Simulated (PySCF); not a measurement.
B(CCH)(H)2 (C2H3B), SMILES BC#C. Geometry optimised at B3LYP-D3(BJ)/def2-TZVP.

Computed equilibrium geometry at B3LYP-D3(BJ)/def2-TZVP (PySCF confirms it by a frequency run) as Cartesian coordinates in Å, and its point group:
point group C2v.
```xyz
6

B      0.0000     0.0000    -1.3921
C      0.0000     0.0000     0.1078
C      0.0000     0.0000     1.3174
H      0.0000     0.0000     2.3811
H      0.0000    -1.0307    -1.9858
H      0.0000     1.0307    -1.9858
```
